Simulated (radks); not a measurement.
Results of a calculation; reference values are marked as such.
Removal energies from the bromine ion Br+, [Ar] 3d10 4s2 4p(1/2: 2, 3/2: 2), by Delta-SCF beside the eigenvalue of the level emptied. Level of theory: Dirac Kohn-Sham, relativistic LDA (MacDonald-Vosko exchange, VWN5 correlation), spin-unpolarised, spherical densities, finite nucleus; Fermi nuclear charge, rms radius of each element as measured or else 0.836 A^(1/3) + 0.57 fm (a radial shooting solver on a logarithmic mesh with Libxc functionals). Sub-shells are occupied by j as written (lower j first in brackets).

| removed from | final configuration | Delta-SCF (eV) | -eigenvalue (eV) |
|---|---|---|---|
| 4p3/2 | [Ar] 3d10 4s2 4p(1/2: 2, 3/2: 1) | 22.673 | 17.390 |
| 4p1/2 | [Ar] 3d10 4s2 4p(1/2: 1, 3/2: 2) | 23.335 | 17.972 |
| 4s1/2 | [Ar] 3d10 4s1 4p(1/2: 2, 3/2: 2) | 36.533 | 30.474 |
| 3d5/2 | [Ar] 3d(3/2: 4, 5/2: 5) 4s2 4p(1/2: 2, 3/2: 2) | 90.509 | 77.683 |
